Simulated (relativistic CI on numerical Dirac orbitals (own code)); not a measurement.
# Tl LXXIV: computed level list

These numbers are calculated, not measured: Dirac-Coulomb-Breit CI, separate exchange-only KLI orbitals for each configuration, QED by a radiative potential, unscaled Slater integrals (own radial code, finite nucleus).

Configurations in the expansion (outside the closed core 1s2): 2s2 2p4, 2s 2p5, 2p6, 2s2 2p3 3s, 2p5 3s, 2p5 3p, 2s2 2p3 3p, 2p5 3d, 2s2 2p3 3d, 2s 2p4 3s, 2s 2p4 3p, 2s 2p4 3d, 2s2 2p3 4s, 2s2 2p3 4p, 2s2 2p3 4d, 2s2 2p3 4f, 2s2 2p2 3s2, 2s2 2p2 3s 3p, 2s 2p4 4s, 2s2 2p3 5s, 2s2 2p2 3s 3d, 2s2 2p3 5p, 2s2 2p2 3p2, 2s 2p4 4p, 2s2 2p3 5d, 2s2 2p3 5f, 2s2 2p3 5g, 2s 2p4 4d, 2s 2p4 4f, 2s2 2p2 3p 3d, 2s 2p3 3s2, 2s2 2p2 3d2, 2s 2p3 3s 3p, 2s 2p3 3s 3d, 2s 2p3 3p2, 2s 2p3 3p 3d. Levels of other configurations are missing.

The lowest level is 2s2 2p4 3P_2, with 68 % of that term; Hund's rules for 2s2 2p4 give 3P with J = 2, in agreement.

```tsv
No.	Configuration	Term	J	E (Ry)	%	Next component (%)	Lifetime (s)
1	2s2 2p4	3P	2	0.000	68	32 1D	
2	2s2 2p4	1S	0	5.155	65	35 3P	8.57e-03
3	2s2 2p4	3P	1	156.976	100		1.00e-11
4	2s2 2p4	1D	2	158.354	68	32 3P	2.26e-11
5	2s 2p5	3P°	2	191.681	100		4.08e-14
6	2s 2p5	1P°	1	198.798	64	36 3P°	1.66e-14
7	2s2 2p4	3P	0	317.747	65	34 1S	3.04e-12
8	2s 2p5	3P°	0	349.737	100		2.05e-14
9	2s 2p5	3P°	1	352.738	64	36 1P°	1.92e-14
10	2p6	1S	0	393.637	99		1.01e-14
11	2s2 2p3 3s	3P°	2	762.106	49	24 5S°	5.42e-15
12	2s2 2p3 3s	1P°	1	762.870	33	28 3D°	2.33e-15
13	2s2 2p3 3p	3P	1	772.527	33	19 5P	3.88e-13
14	2s2 2p3 3p	3D	2	772.604	26	21 1D	2.38e-13
15	2s2 2p3 3p	3D	3	817.552	51	24 5P	1.79e-13
16	2s2 2p3 3p	3P	1	817.606	34	29 1P	1.79e-13
17	2s2 2p3 3p	3P	2	820.049	45	22 1D	1.89e-13
18	2s2 2p3 3p	3P	0	822.273	69	31 1S	1.00e-13
19	2s2 2p3 3d	3D°	2	827.443	33	29 3F°	4.53e-15
20	2s2 2p3 3d	3F°	3	828.094	27	22 1F°	1.60e-14
21	2s2 2p3 3d	3D°	1	828.425	36	27 3P°	1.66e-15
22	2s2 2p3 3d	3P°	0	828.825	65	24 5D°	3.67e-13
23	2s2 2p3 3d	3F°	4	838.499	52	24 5D°	3.14e-12
24	2s2 2p3 3d	3D°	2	839.494	34	29 3P°	6.61e-16
25	2s2 2p3 3d	3D°	3	840.771	48	21 1F°	2.94e-16
26	2s2 2p3 3d	3D°	1	841.879	31	30 1P°	4.37e-16
27	2s2 2p3 3s	5S°	2	917.871	55	35 3D°	9.83e-15
28	2s2 2p3 3s	3S°	1	918.898	55	44 3D°	2.21e-15
29	2s2 2p3 3s	3D°	3	919.678	100		7.58e-15
30	2s2 2p3 3s	1D°	2	920.446	67	32 3D°	2.43e-15
31	2s2 2p3 3s	3P°	0	924.330	100		5.27e-15
32	2s2 2p3 3s	3P°	1	924.591	67	33 1P°	3.85e-15
33	2s2 2p3 3p	5P	1	927.988	46	22 3D	7.16e-13
34	2s2 2p3 3p	3F	2	928.581	34	28 3P	4.06e-13
35	2s2 2p3 3p	3F	3	929.782	44	33 1F	2.97e-13
36	2s2 2p3 3p	3P	2	933.402	50	22 1D	2.04e-13
37	2s2 2p3 3p	3D	1	934.273	74	22 1P	3.60e-13
38	2s2 2p3 3p	3P	0	938.486	65	34 1S	2.13e-13
39	2s 2p4 3s	5P	3	947.687	69	31 3D	1.46e-14
40	2s 2p4 3s	3P	2	950.285	58	18 3D	2.67e-15
41	2s 2p4 3s	3S	1	956.984	65	21 5P	4.68e-15
42	2s 2p4 3s	3D	1	957.656	34	34 1P	2.33e-15
43	2s 2p4 3s	3P	2	958.275	57	19 1D	8.95e-15
44	2s 2p4 3p	5P°	2	958.749	29	25 3P°	3.17e-15
45	2s 2p4 3p	3D°	3	958.800	41	23 5D°	1.30e-15
```

Energies count from the lowest computed level; ° marks odd parity; lifetimes are radiative, by E1, M1, E2, M2 decay to levels of this space only.

The mean weight of the leading LS term, summed over parents, in these 45 levels is 57 %, and that of the leading jj configuration (from the same eigenvectors) 100 %, so jj coupling describes them better and the LS labels are nominal.

At this charge energies of transitions that change n are usually good to better than 1 %, and those within a shell (Δn = 0) to a few per cent.

LS names give the leading component of a level, which can be under half, so a name can repeat, a term be missing and a line seem to break the LS rules.
